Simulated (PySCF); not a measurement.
C2H2BN (triplet state).
Numbering: `[BH2:1][C:2][C:3]#[N:4]` (hydrogens: H5, H6 on B1)

Theory: PBE0-D3(BJ)/def2-SVP geometry optimisation, gas phase in PySCF.

Problem. What internal coordinates does the optimisation give?

Solution. 
| bond | length (Å) |
| --- | --- |
| B1–C2 | 1.501 |
| C2–C3 | 1.317 |
| C3≡N4 | 1.199 |
| B1–H5, B1–H6 | 1.208 |

Bonds in one row agree within 0.01 Å and their mean is given. A selection of angles:
| angle | degrees |
| --- | --- |
| C2–B1–H5 | 120.0 |
| H5–B1–H6 | 120.1 |
| B1–C2–C3 | 180.0 |
| C2–C3–N4 | 180.0 |

The 4 heavy atoms lie on one line within 0.05 Å. B1 (boron bonded to C and 2 H) is planar (angles 120.1°, 120.0° and 119.9°, sum 360.0°, 0.00 Å off the plane of its three neighbours).

Point group: C2v (every atom within 0.08 Å of its image). No PBE0-D3(BJ)/def2-SVP frequencies stand behind this structure, so it isn't proved a minimum. ⟨S²⟩ = 2.059 (exact for a triplet: 2.00). This triplet need not be the ground state; the singlet was not compared here.

On Arm Neoverse V1, one thread, no GPU (shared host), this took 9.3 s. This is the geometry optimisation.
